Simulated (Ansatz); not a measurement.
Basis-set extrapolation for `[CH2]C[SiH2]Cl` radical (PBE0-D4/def2-TZVP geometry, frozen core, Ansatz 0.2.0). Multiplicity 2, UHF reference.

```json
{"": "HF", "def2-TZVPP": "-827.729009", "def2-QZVPP": "-827.754573"}
{"": "MP2 correlation", "def2-TZVPP": "-0.632762", "def2-QZVPP": "-0.682905"}
{"": "CCSD(T) correlation", "def2-TZVPP": "-0.717737", "def2-QZVPP": "not run"}
```

Energies in hartree. Use E(X) = E(∞) + A·exp(−7.88·√X) for Hartree–Fock and E(X) = E(∞) + B·X^(−2.97) for correlation, with X = 3 and 4, and add CCSD(T) minus MP2 of the smaller set to the MP2 limit.

**Question.** What is the CCSD(T) energy at the basis-set limit?

**Answer.** HF limit: -827.754573 + (-0.025564) × 0.13774 = -827.75809. MP2 limit: -0.682905 + (-0.050143) × 0.74074 = -0.72005. Higher-order term: -0.717737 − (-0.632762) = -0.08497. Total: -828.56311 hartree, 3.17 eV below CCSD(T)/def2-TZVPP.
